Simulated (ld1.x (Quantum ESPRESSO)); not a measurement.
**What one change does to a pseudopotential (Te, TM)**

ld1.x (Quantum ESPRESSO) 7.5 input, shortened:

```
&input
   title='Te', zed=52., rel=1, dft='PZ', iswitch=3,
   config='[Kr] 4d10 5s1 5p5'
 /
 &inputp
   pseudotype=2, tm=.true., lloc=0,
   nlcc=.true.
 /
2
5P  2  1   5.00   0.00  2.20  2.20  0.0
5S  1  0   1.00   0.00  1.70  1.70  0.0
 &test
   configts(1)='5s1 5p5'
 /
```

All-electron outer shells of the reference configuration (LDA (PZ), scalar-relativistic, ld1.x):

```
shell  level (eV)  outermost node (bohr)  outermost maximum (bohr)
   4p     -115.58                   0.38                      0.74
   4d      -43.03                   0.36                      0.81
   5s      -16.12                   0.91                      1.77
   5p       -6.66                   1.00                      2.14
```

Change: core correction none.

Cutoffs: the cutoffs (Ry, on a coarse ladder) from which the occupation-weighted sum of valence levels, in a spherical-Bessel basis at the reference potential, stays within 10 and 1 mRy of its value at 400 Ry; they do not see the model core or the augmentation charge, which bear on the density cutoff. Errors are all-electron minus pseudo energies relative to the spin-unpolarised reference configuration.

**Question.** What does the change do?

**Answer.** The potential gets neither clearly harder nor softer (25 Ry and 45 Ry → 25 Ry and 45 Ry); of the 9 tests that both files solve, the error grows in 4 and shrinks in 1 by more than 15 % and 0.3 meV (median size 7.7 → 8.6 meV); neither file shows a bound ghost. The default core radius of the base comes out at 1.51 bohr.

```tsv
quantity	base	changed
cutoff, loose	25 Ry	25 Ry
cutoff, tight	45 Ry	45 Ry
bound ghosts	none	none
error for 5s2 5p4, meV [ΔE -9.35 eV]	-7.7	+7.7
error for 5s2 5p3, meV [ΔE 0.56 eV]	-7.3	+6.6
error for 5s2 5p2, meV [ΔE 18.74 eV]	-14	+19
error for 5s2 5p4.3, meV [ΔE -10.87 eV]	-7.8	+8.6
error for 5s1 5p4, meV [ΔE 10.49 eV]	-3.8	+2.3
error for 5s2 5p3.5, meV [ΔE -5.37 eV]	-7.4	+6.5
error for 5s2 5p0, meV [ΔE 82.87 eV]	-146	+213
error for 5s1 5p5 (spin-polarised), meV [ΔE -0.54 eV]	+8.4	+218
error for 5s2 5p4 (spin-polarised), meV [ΔE -9.83 eV]	-3.7	+91
s: phases at 2.41 bohr within 0.05 rad from the reference energy up to (Ry; the scan ends near 5)	2.6	2.6
p: phases at 2.41 bohr within 0.05 rad from the reference energy up to (Ry; the scan ends near 5)	4.1	4.1
```
